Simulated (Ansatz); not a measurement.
Ge4F8, relaxed as a singlet with RKS PBE-D4/def2-SVP in Ansatz, starting from the GFN1-xTB geometry. Force threshold 0.03 eV/Å.

Another isomer (singlet) lies 1.62 eV lower at PBE0-D4/def2-TZVP; other spin states weren't run for this one.

Start:

| atom | x (Å) | y (Å) | z (Å) |
| --- | --- | --- | --- |
| Ge1 | 1.008 | -0.639 | 0.299 |
| Ge2 | -1.013 | 0.639 | -0.290 |
| Ge3 | 2.166 | -2.444 | 1.421 |
| Ge4 | -2.159 | 2.458 | -1.407 |
| F5 | -1.707 | 0.821 | 1.313 |
| F6 | -1.163 | 3.856 | -1.024 |
| F7 | 1.514 | -2.374 | 3.054 |
| F8 | 1.230 | -3.860 | 0.962 |
| F9 | -2.069 | -0.679 | -0.771 |
| F10 | 1.729 | -0.799 | -1.295 |
| F11 | -1.577 | 2.329 | -3.063 |
| F12 | 2.040 | 0.692 | 0.803 |

Task: Estimate the energy that the relaxation releases and the steps that it takes.

Result: 0.80 eV, in 5 steps; 10 s on 4 threads of Intel Xeon 6975P-C on a shared host. No frequencies were taken in this run, so the end may be a saddle point.

Task: Does the start keep its bonding and symmetry?

Result: By distances, no bond broke or formed. The bond that changes most is Ge1–Ge3, from 2.42 to 2.72 Å (atoms count from 1). Point group C2 at the start, C2 at the end, both within 0.05 Å.

Task: Predict the relaxed structure.

Result: 
Cartesian coordinates in Å:
```
Ge 1.232 -0.454 0.138
Ge -1.233 0.464 -0.123
Ge 2.122 -2.604 1.536
Ge -2.118 2.607 -1.535
F -1.829 0.687 1.516
F -1.100 3.952 -1.022
F 1.463 -2.402 3.159
F 1.145 -3.957 0.966
F -2.200 -0.899 -0.671
F 1.843 -0.660 -1.498
F -1.508 2.355 -3.170
F 2.184 0.911 0.704
```
Bond lengths: 8 × F–Ge 1.76 Å; 3 × Ge–Ge 2.64 to 2.72 Å.
